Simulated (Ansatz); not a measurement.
```json
{"atom": "B", "x (Å)": "0.0000", "y (Å)": "0.0000", "z (Å)": "-0.5636"}
{"atom": "N", "x (Å)": "0.0000", "y (Å)": "0.0000", "z (Å)": "0.5636"}
```

Basis set: 6-31G (spherical functions). Left uncorrelated: 2 orbitals. Charge 0, multiplicity 1.

Computed with Ansatz (development build ahead of 0.2.0); the reference of a correlated method needn't be the lowest determinant of its kind. Restricted open shells among the atoms or ions are ROHF, correlated in semicanonical orbitals with singles.

Question: Give the atomization energy at this shape (free ground-state atoms in the same class of orbitals less the molecule, no zero-point energy) of singlet BN by RHF-CCSD(T), UHF-BCCD(T), UHF-CCSD(T).

Answer:

```tsv
method	atomization energy
RHF-CCSD(T)	2.57 eV
UHF-BCCD(T)	1.93 eV
UHF-CCSD(T)	1.87 eV
```

Caution: the program doubts this total; the reference determinant was not shown to be the lowest; the shape is not the minimum. Caution for RHF-CCSD(T): an unrestricted determinant lies well below; other determinants can give a lower correlated total. Caution for UHF-BCCD(T), UHF-CCSD(T): the unrestricted determinant is spin contaminated. Caution for UHF-CCSD(T): another reference gives a lower total.

This basis has no polarisation functions and is too small for such energies, which can lie far from measured ones in either direction.
